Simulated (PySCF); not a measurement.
## Ca (calcium, neutral) across methods

[Ar] 4s2, closed-shell 1S. Computed with PySCF 2.14 in x2c-QZVPPall, with scalar relativity by spin-free X2C-1e.

| method | E (hartree) | mean ε 3s (eV) | mean ε 3p (eV) | mean ε 4s (eV) | Σ⟨r²⟩ (bohr²) | ⟨S²⟩ |
| --- | --- | --- | --- | --- | --- | --- |
| LDA | -678.601 | -46.887 | -28.027 | -3.861 | 52.08 | 0.000 |
| BHandHLYP | -680.473 | -54.584 | -32.500 | -4.746 | 53.29 | 0.000 |
| BP86 | -680.542 | -47.187 | -28.106 | -3.881 | 52.29 | 0.000 |
| M06-2X | -680.488 | -53.858 | -32.361 | -4.964 | 52.19 | 0.000 |
| r2SCAN | -680.413 | -48.940 | -28.964 | -3.830 | 53.65 | 0.000 |
| CAM-B3LYP | -680.499 | -52.253 | -31.779 | -5.168 | 52.75 | 0.000 |
| UHF | -679.63638 | -61.544 | -36.433 | -5.341 | 56.20 | 0.000 |
| PBE0 | -680.284 | -51.011 | -30.403 | -4.331 | 53.07 | 0.000 |

Q: Estimate the same row for PBE.

A: E (hartree) = -680.245; mean ε 3s (eV) = -47.126; mean ε 3p (eV) = -28.039; mean ε 4s (eV) = -3.763; Σ⟨r²⟩ (bohr²) = 52.78; ⟨S²⟩ = 0.000.
